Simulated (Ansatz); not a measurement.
Reaction (redistribution): `F[BH][AlH2]` + `O=CBCl` → `[AlH2][BH]Cl` + `O=CBF`

Isolated molecules relaxed with PBE0-D4/def2-TZVP in Ansatz; ΔE leaves out vibrations. CBS: MP2 limit from def2 TZ/QZ plus the TZ coupled-cluster correction, frozen cores. Functionals use def2-TZVPP. B3LYP here is the variant with VWN-RPA as its local correlation; programs differ in this. HSE06 is defined as in plane-wave codes. One conformer a species, not always the lowest.

`F[BH][AlH2]`:

```xyz
6

F     1.133   -1.710   -0.564
B     0.067   -0.919   -0.643
Al   -0.088    0.854    0.582
H    -0.765   -1.288   -1.441
H     0.441    2.261    0.056
H    -0.788    0.802    2.011
```

`O=CBCl`:

```xyz
6

O     0.214    1.309    1.169
C     0.588    0.415    0.445
B    -0.485   -0.241   -0.517
Cl   -0.898   -1.903   -0.252
H     1.635    0.041    0.513
H    -1.053    0.379   -1.358
```

`[AlH2][BH]Cl`:

Cartesian coordinates in Å:
```
Al 0.388 -0.920 -0.358
B -0.499 0.944 0.162
Cl -0.119 1.604 1.745
H 1.807 -0.970 -1.074
H -0.337 -2.288 0.006
H -1.239 1.631 -0.480
```

`O=CBF`:

Z-matrix (Å, degrees):
```
C
B 1 1.604
O 1 1.208 2 121.2
H 1 1.115 2 119.2 3 -180.0
F 2 1.315 1 117.7 3 -180.0
H 2 1.194 1 122.6 3 0.0
```

```json
{"level": "LDA (SPW92)", "ΔE (kcal/mol)": "-1.5", "difference from CCSD(T)/CBS": "1.9"}
{"level": "PBE-D4", "ΔE (kcal/mol)": "-1.6", "difference from CCSD(T)/CBS": "1.8"}
{"level": "revPBE-D4", "ΔE (kcal/mol)": "-1.5", "difference from CCSD(T)/CBS": "1.9"}
{"level": "BLYP-D4", "ΔE (kcal/mol)": "-1.6", "difference from CCSD(T)/CBS": "1.8"}
{"level": "r2SCAN-D4", "ΔE (kcal/mol)": "-2.2", "difference from CCSD(T)/CBS": "1.2"}
{"level": "B97M-V", "ΔE (kcal/mol)": "-2.3", "difference from CCSD(T)/CBS": "1.1"}
{"level": "PBE0-D4", "ΔE (kcal/mol)": "-2.4", "difference from CCSD(T)/CBS": "1.0"}
{"level": "B3LYP-D4", "ΔE (kcal/mol)": "-2.3", "difference from CCSD(T)/CBS": "1.1"}
{"level": "r2SCAN0-D4", "ΔE (kcal/mol)": "-2.8", "difference from CCSD(T)/CBS": "0.6"}
{"level": "HSE06-D4", "ΔE (kcal/mol)": "-2.4", "difference from CCSD(T)/CBS": "1.0"}
{"level": "BHLYP-D4", "ΔE (kcal/mol)": "-3.1", "difference from CCSD(T)/CBS": "0.3"}
{"level": "ωB97M-V", "ΔE (kcal/mol)": "-2.9", "difference from CCSD(T)/CBS": "0.5"}
{"level": "B2PLYP", "ΔE (kcal/mol)": "-2.7", "difference from CCSD(T)/CBS": "0.7"}
{"level": "PBE-QIDH", "ΔE (kcal/mol)": "-3.0", "difference from CCSD(T)/CBS": "0.4"}
{"level": "revPBE", "ΔE (kcal/mol)": "-1.6", "difference from CCSD(T)/CBS": "1.8"}
{"level": "BLYP", "ΔE (kcal/mol)": "-1.7", "difference from CCSD(T)/CBS": "1.7"}
{"level": "r2SCAN", "ΔE (kcal/mol)": "-2.2", "difference from CCSD(T)/CBS": "1.2"}
{"level": "PBE0", "ΔE (kcal/mol)": "-2.5", "difference from CCSD(T)/CBS": "0.9"}
{"level": "B3LYP", "ΔE (kcal/mol)": "-2.3", "difference from CCSD(T)/CBS": "1.1"}
{"level": "r2SCANh", "ΔE (kcal/mol)": "-2.5", "difference from CCSD(T)/CBS": "0.9"}
{"level": "r2SCAN0", "ΔE (kcal/mol)": "-2.8", "difference from CCSD(T)/CBS": "0.6"}
{"level": "HSE06", "ΔE (kcal/mol)": "-2.5", "difference from CCSD(T)/CBS": "0.9"}
{"level": "BHLYP", "ΔE (kcal/mol)": "-3.0", "difference from CCSD(T)/CBS": "0.4"}
{"level": "CAM-B3LYP", "ΔE (kcal/mol)": "-2.6", "difference from CCSD(T)/CBS": "0.8"}
{"level": "LC-ωPBE", "ΔE (kcal/mol)": "-2.6", "difference from CCSD(T)/CBS": "0.8"}
{"level": "RPA@PBE/def2-TZVPP", "ΔE (kcal/mol)": "-3.5", "difference from CCSD(T)/CBS": "-0.1"}
{"level": "HF/def2-SVP", "ΔE (kcal/mol)": "-3.9", "difference from CCSD(T)/CBS": "-0.5"}
{"level": "MP2/def2-SVP", "ΔE (kcal/mol)": "-3.3", "difference from CCSD(T)/CBS": "0.1"}
{"level": "CCSD/def2-SVP", "ΔE (kcal/mol)": "-3.5", "difference from CCSD(T)/CBS": "-0.1"}
{"level": "CCSD(T)/def2-SVP", "ΔE (kcal/mol)": "-3.4", "difference from CCSD(T)/CBS": "0.0"}
{"level": "HF/def2-TZVPP", "ΔE (kcal/mol)": "-3.6", "difference from CCSD(T)/CBS": "-0.2"}
{"level": "MP2/def2-TZVPP", "ΔE (kcal/mol)": "-3.1", "difference from CCSD(T)/CBS": "0.3"}
{"level": "SCS-MP2/def2-TZVPP", "ΔE (kcal/mol)": "-3.2", "difference from CCSD(T)/CBS": "0.2"}
{"level": "CCSD(T)/def2-TZVPP", "ΔE (kcal/mol)": "-3.3", "difference from CCSD(T)/CBS": "0.1"}
{"level": "HF/def2-QZVPP", "ΔE (kcal/mol)": "-3.7", "difference from CCSD(T)/CBS": "-0.3"}
{"level": "MP2/def2-QZVPP", "ΔE (kcal/mol)": "-3.2", "difference from CCSD(T)/CBS": "0.2"}
{"level": "SCS-MP2/def2-QZVPP", "ΔE (kcal/mol)": "-3.3", "difference from CCSD(T)/CBS": "0.1"}
{"level": "HF/CBS(def2)", "ΔE (kcal/mol)": "-3.7", "difference from CCSD(T)/CBS": "-0.3"}
{"level": "MP2/CBS(def2)", "ΔE (kcal/mol)": "-3.2", "difference from CCSD(T)/CBS": "0.2"}
{"level": "CCSD/CBS(def2)", "ΔE (kcal/mol)": "-3.5", "difference from CCSD(T)/CBS": "-0.1"}
{"level": "CCSD(T)/CBS", "ΔE (kcal/mol)": "-3.4", "difference from CCSD(T)/CBS": "0"}
```

Problem. What do rigid-rotor, harmonic-oscillator terms from PBE0-D4/def2-TZVP frequencies (298.15 K, 1 bar) make of the CCSD(T)/CBS value? (Estimate.)

Solution. Ansatz gave: ΔZPE = +0.3 kcal/mol, ΔH = -3.2 kcal/mol, ΔS = 1 J/(mol·K), ΔG = -3.2 kcal/mol. Modes under 50 cm⁻¹ make the entropy rough.

Largest T1 diagnostic among the species: 0.016.

From BLYP to BHLYP (50 % exact exchange), in def2-TZVPP and without D4, ΔE moves by −1.3 kcal/mol. Leaving LDA and LC-ωPBE aside and taking each functional with its dispersion term where it has one, the values spread over 1.6 kcal/mol, from BHLYP-D4 to revPBE-D4.
